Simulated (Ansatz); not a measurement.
Geometry optimisation, Ansatz, RKS PBE-D4/6-31G.

The input (input.yaml):

```yaml
crystal:
  periodic: [false, false, false]
  atoms:
    - { symbol: O, position_ang: [-1.8491, -0.1439, 1.9236] }
    - { symbol: C, position_ang: [-1.2563, 0.152, 0.6552] }
    - { symbol: Si, position_ang: [0.5375, -0.2359, 0.5163] }
    - { symbol: Si, position_ang: [1.3203, 0.2762, -1.6192] }
    - { symbol: F, position_ang: [0.9359, 1.7945, -1.9748] }
    - { symbol: H, position_ang: [-1.8176, -1.0341, 2.1034] }
    - { symbol: H, position_ang: [-1.7807, -0.4039, -0.0997] }
    - { symbol: H, position_ang: [-1.368, 1.2345, 0.4342] }
    - { symbol: H, position_ang: [0.7767, -1.6705, 0.8631] }
    - { symbol: H, position_ang: [1.3545, 0.5313, 1.5648] }
    - { symbol: H, position_ang: [0.5004, -0.5872, -2.566] }
    - { symbol: H, position_ang: [2.7235, 0.0317, -1.7668] }
basis:
  gaussian: { orbitals: "6-31G" }
hamiltonian:
  xc: pbe
  dispersion: d4
relax:
  f_tol: 0.02
  max_steps: 40
scf:
  lower_state_search: "off"
output:
  orbitals: {}
```

Run as:

```bash
$ ansatz run input.yaml --threads 1 --pin off --max-ram 2048MiB --backend cpu --events-out ev --progress --plain --runs-dir out
```

Problem. Where does it end, and by what steps?

Solution. It converged. The force dipped under the threshold on the way, but the program's further checks kept it going. Limits of this set-up: no polarisation functions. After 9 steps the energy has fallen by 0.713 eV; H8 moved furthest, 0.29 Å.

```csv
step,energy less start (eV),largest force component (eV/Å),accepted
0,0.0000,4.695,yes
1,-0.5679,2.024,yes
2,-0.6906,0.517,yes
3,-0.7026,0.169,yes
4,-0.7108,0.112,yes
5,-0.7117,0.044,yes
6,-0.7125,0.022,yes
7,-0.7122,0.050,no
8,-0.7128,0.010,yes
9,-0.7130,0.011,yes
```

```xyz
12
Properties=species:S:1:pos:R:3
O -1.828 -0.207 2.054
C -1.376 0.185 0.712
Si 0.532 -0.162 0.503
Si 1.367 0.211 -1.677
F 1.112 1.866 -2.113
H -1.757 -1.191 2.133
H -1.962 -0.307 -0.089
H -1.562 1.267 0.647
H 0.749 -1.638 0.805
H 1.309 0.634 1.527
H 0.636 -0.647 -2.696
H 2.856 -0.067 -1.771
```

Whether the end is a true minimum wasn't checked by a vibrational analysis.

The run took 22 s on 1 thread of Intel(R) Xeon(R) 6975P-C (Granite Rapids), with other jobs on the host, peak memory 0.17 GiB.
